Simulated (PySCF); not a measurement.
CH5BO2S.

```xyz
10

B     -0.0621     0.8230     0.0000
O      0.7103     1.9499     0.0000
H      0.2288     2.7852     0.0000
O     -1.4301     0.8018     0.0000
H     -1.8568     1.6669     0.0000
S      0.8390    -0.7619     0.0000
C     -0.5472    -1.9588     0.0000
H     -1.1716    -1.8376    -0.8950
H     -0.1008    -2.9622     0.0000
H     -1.1716    -1.8376     0.8950
```
Charge 0, spin multiplicity 1.

Geometry optimised at B3LYP-D3(BJ)/def2-SVP. One conformer was computed; it need not be the lowest.

Level of theory: HF/pcSseg-1 (PySCF). Non-relativistic, no solvent.

### Question
Give the absolute GIAO shielding of each atom: isotropic value and principal components (ppm). (Estimate from the structure and the level; the computed values follow.)

### Answer

```tsv
atom	σ(iso)	σ11	σ22	σ33	span
B1	81.2	60.5	85.4	97.8	37.4
O2	242.6	165.2	273.2	289.4	124.2
H3	28.5	21.4	23.4	40.8	19.4
O4	241.0	171.3	274.3	277.4	106.1
H5	28.5	21.3	23.2	40.9	19.6
S6	679.4	586.4	626.7	825.1	238.7
C7	177.8	168.2	175.6	189.5	21.3
H8	29.6	24.3	27.6	37.1	12.8
H9	30.1	24.4	27.2	38.7	14.3
H10	29.6	24.3	27.6	37.1	12.8
```
